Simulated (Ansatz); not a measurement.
Consider the dimerisation: 2 `[F][GaH][F]` → `[F][Ga@H-]1[F+][Ga@@H-]([F])[F+]1`.

Program: Ansatz. Geometries: PBE0-D4/def2-TZVP. ΔE: electronic, gas phase. CCSD(T)/CBS is the MP2 limit (def2-TZVPP, def2-QZVPP) plus CCSD(T) − MP2 in def2-TZVPP, frozen cores. DFT in def2-TZVPP. B3LYP here is the variant with VWN-RPA as its local correlation; programs differ in this. HSE06 is defined as in plane-wave codes. For Ga outer-core shells are correlated without core-valence functions, which leaves a few kJ/mol of doubt a bond. Scalar relativity is left out up to krypton.

```
             level  ΔE (kcal/mol)  difference from CCSD(T)/CBS
            PBE-D4          -38.1                          4.9
           BLYP-D4          -36.6                          6.4
         r2SCAN-D4          -44.1                         -1.1
            B97M-V          -42.5                          0.5
          B3LYP-D4          -40.2                          2.8
          HSE06-D4          -41.2                          1.8
      CAM-B3LYP-D4          -42.5                          0.5
           ωB97M-V          -43.0                          0.0
              BLYP          -31.9                         11.1
             HSE06          -39.3                          3.7
             BHLYP          -41.5                          1.5
           LC-ωPBE          -39.7                          3.3
RPA@PBE/def2-TZVPP          -43.2                         -0.2
      MP2/def2-SVP          -49.7                         -6.7
   CCSD/def2-TZVPP          -43.9                         -0.9
CCSD(T)/def2-TZVPP          -44.3                         -1.3
       CCSD(T)/CBS          -43.0                            0
```

Q: What do rigid-rotor, harmonic-oscillator terms from PBE0-D4/def2-TZVP frequencies (298.15 K, 1 bar) make of the CCSD(T)/CBS value? (An estimate is asked.)

A: The calculation gave: ΔZPE = +1.5 kcal/mol, ΔH = -41.7 kcal/mol, ΔS = -168 J/(mol·K), ΔG = -29.7 kcal/mol.

Largest T1 diagnostic among the species: 0.015.

From PBE to PBE0 (25 % exact exchange), in def2-TZVPP and without D4, ΔE moves by −3.6 kcal/mol. In def2-TZVPP, CCSD(T) changes the Hartree–Fock value by −4.0 kcal/mol (the triples alone add −0.4 kcal/mol) and MP2 by −3.0 kcal/mol.

CCSD(T)/CBS has its own doubt, a few kJ/mol and more with outer-core shells, so smaller differences from it don't rank the levels.
